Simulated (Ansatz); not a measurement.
Species: BH$_{2}$Br, charge 0, singlet. BH2Br (bromoborane, SMILES BBr).
B3LYP-D3(BJ)/def2-TZVP minimum from Ansatz (a program for electronic structure):
```xyz
4

B     -0.8258    -1.3009     0.2414
H     -0.4243    -2.0667     1.0495
H     -1.8110    -1.4546    -0.3960
Br     0.1818     0.2864    -0.0532
```
Charge 0, spin multiplicity 1.

Hartree-Fock and CCSD correlation energies in hartree (Ansatz). Radicals and triplets start from unrestricted determinants; spin-orbit coupling is neglected. Cores are frozen in correlated methods (noble-gas shells, and filled d and f shells in the p block). No relativity. Spin-orbit terms, left out, reach several kcal/mol for Br and I, and more for heavier atoms.

| basis | X | E(HF) | E(corr, CCSD) |
|---|---|---|---|
| cc-pVTZ | 3 | -2598.33508 | -0.29376 |
| cc-pVQZ | 4 | -2598.33972 | -0.31573 |
| cc-pV5Z | 5 | -2598.34039 | withheld |

Fit E(corr) = E∞ + A/X³ to X = 3 and 4, predict X = 5, and compare with the run.

A = (-0.29376 - (-0.31573))/(1/27 - 1/64) = 1.0261; E∞ = -0.31573 - A/64 = -0.33176; at X = 5, E∞ + A/125 = -0.32355. The run gave -0.32305, 0.50 mEh above the prediction. The same form on X = 4 and 5 gives E∞ = -0.33073, 1.03 mEh above the first estimate.
